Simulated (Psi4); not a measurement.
Relaxed torsion scan: C8H16, SMILES CC(C)/C=C\C(C)C. Scanned: dihedral C1–C2–C4–C5; all other coordinates were relaxed at GFN2-xTB.

Geometry of the scan point at -90° (Å):
```
24

C     -2.5013    -0.0980     0.9521
C     -1.5577     0.2837    -0.1930
C     -2.3563     0.6722    -1.4360
C     -0.6457    -0.8709    -0.4998
C      0.5392    -1.1174     0.0365
C      1.2672    -0.2968     1.0604
C      2.6047     0.1767     0.4874
C      1.4954    -1.1363     2.3195
H     -3.1765     0.7245     1.1794
H     -3.0955    -0.9671     0.6771
H     -1.9334    -0.3401     1.8473
H     -0.9663     1.1496     0.1206
H     -2.9984     1.5250    -1.2256
H     -2.9824    -0.1565    -1.7609
H     -1.6864     0.9382    -2.2510
H     -1.0473    -1.5763    -1.2170
H      1.0782    -2.0046    -0.2744
H      0.6726     0.5791     1.3323
H      3.1450     0.7704     1.2217
H      3.2223    -0.6757     0.2114
H      2.4432     0.7852    -0.3998
H      2.0987    -2.0116     2.0875
H      0.5460    -1.4738     2.7298
H      2.0126    -0.5523     3.0779
```

Computed with PBE-D3(BJ)/def2-SVP // GFN2-xTB run with Psi4.

Scanned values (°): -150, -120, -90, -60, -30, 0, 30, 60, 90, 120, 150, 180.

**Question.** At which scan points does the profile have its minima and maxima, and how high do they lie?

**Answer.** Lower than their neighbours: -120° (0.0 kcal/mol), 0° (3.4 kcal/mol), 60° (2.5 kcal/mol). Higher than their neighbours: -30° (4.0 kcal/mol), 30° (3.5 kcal/mol), 150° (4.1 kcal/mol). The whole profile spans 4.1 kcal/mol.
